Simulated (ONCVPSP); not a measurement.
**How hard is this Tc (Z = 43) ONCV potential?**

| Property | Result |
| --- | --- |
| Element | Tc (Z = 43) |
| Generator | ONCVPSP 4.0.1 |
| Type | optimised norm-conserving Vanderbilt (ONCV) |
| Functional | PBE |
| Relativity | non-relativistic |
| Frozen core | [Ar] 3d10 |
| Valence charge | 15 |
| Reference configuration | 4s2 4p6 4d5 5s1 (charge +1) |
| Partial waves | 4s+5s: rc 1.90 bohr, ncon 4, nbas 7, qcut 7.6 1/bohr, 2 projectors; 4p: rc 1.35 bohr, ncon 4, nbas 8, qcut 6.5 1/bohr, 2 projectors, debl 2.8 Ha; 4d: rc 1.45 bohr, ncon 3, nbas 7, qcut 6.6 1/bohr, 2 projectors, debl 3 Ha |
| Local potential | polynomial inside 0.95 bohr (lpopt 5, dvloc0 3 Ha) |
| Core correction | Teter function, fcfact 5.25, rcfact 1.3 |

For each optimised wave give the share of its norm inside rc, the residual kinetic energy above qcut (Ha) and the cutoffs (Ha) for errors of 10, 1, 0.1 and 0.01 mHa per electron.

| wave | norm inside rc | residual KE | 10 mHa | 1 mHa | 0.1 mHa | 0.01 mHa |
| --- | --- | --- | --- | --- | --- | --- |
| 4s | 0.970 | 1.4e-07 | 12.2 | 17.0 | 20.7 | 23.6 |
| 5s | 0.096 | 2.1e-07 | 9.6 | 16.3 | 20.8 | 24.3 |
| 4p | 0.695 | 1.7e-03 | 9.8 | 32.2 | 104.6 | 123.2 |
| p projector 2 | 0.045 | 6.1e-04 | 8.7 | 18.6 | 40.5 | 84.2 |
| 4d | 0.461 | 6.0e-04 | 16.0 | 20.7 | 54.8 | 114.3 |
| d projector 2 | 0.078 | 1.6e-03 | 17.6 | 22.7 | 39.6 | 96.1 |

The occupied waves need 32 Ha and 105 Ha for 1 and 0.1 mHa. Note: no bound ghost flagged; GHOST(+) flagged for s at 94.8 eV.
